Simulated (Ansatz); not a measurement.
Basis sets compared for Pd₄H₇ (the lowest doublet isomer of a short search). Charge 0, multiplicity 2. Geometry PBE0-D4/def2-SVP. Ansatz on 4 threads of Arm Neoverse V1 on a shared host; times are rough, and most runs start from earlier orbitals.

```
atom   x (Å)   y (Å)   z (Å)
 Pd1  -0.495   0.858   2.097
 Pd2   1.276   0.635  -0.054
 Pd3   0.437  -0.835  -2.249
 Pd4  -1.219  -0.149  -0.313
  H5  -0.635  -1.982  -2.826
  H6   0.582   1.008   3.436
  H7  -1.855   0.598   1.033
  H8   1.797  -0.028  -1.501
  H9  -0.816  -1.251  -3.274
 H10   0.935   1.477   2.820
 H11  -0.007  -0.331   0.831
```

In the def2 sets Pd takes a core potential; there is no spin–orbit coupling. In the doublet, H6 and H10 lie 0.85 Å apart, H5 and H9 lie 0.88 Å apart (atoms count from 1), so H2 has formed as a molecule. No other spin state of charge 0 was run. The structure comes from a short search, and lower isomers may exist.

Binding counts from free atoms (Pd singlet, H doublet) in the same basis, without a counterpoise term.

```json
{"level": "PBE-D4/def2-SVP", "functions": "159", "energy (Eh)": "-515.8418", "HOMO (eV)": "-5.07", "LUMO (eV)": "-4.52", "binding per atom (eV)": "2.38", "wall time": "6 s"}
{"level": "PBE0-D4/def2-SVP", "functions": "159", "energy (Eh)": "-515.6877", "HOMO (eV)": "-6.06", "LUMO (eV)": "-3.39", "binding per atom (eV)": "2.19", "wall time": "9.5 s"}
```

(1) Estimate the rows for PBE-D4/def2-TZVP (with forces), PBE0-D4/def2-TZVP.

## Answers

(1) 
```tsv
level	functions	energy (Eh)	HOMO (eV)	LUMO (eV)	binding per atom (eV)	wall time
PBE-D4/def2-TZVP (with forces)	202	-515.9851	-5.09	-4.53	2.39	8 s
PBE0-D4/def2-TZVP	202	-515.8246	-6.07	-3.38	2.20	14 s
```
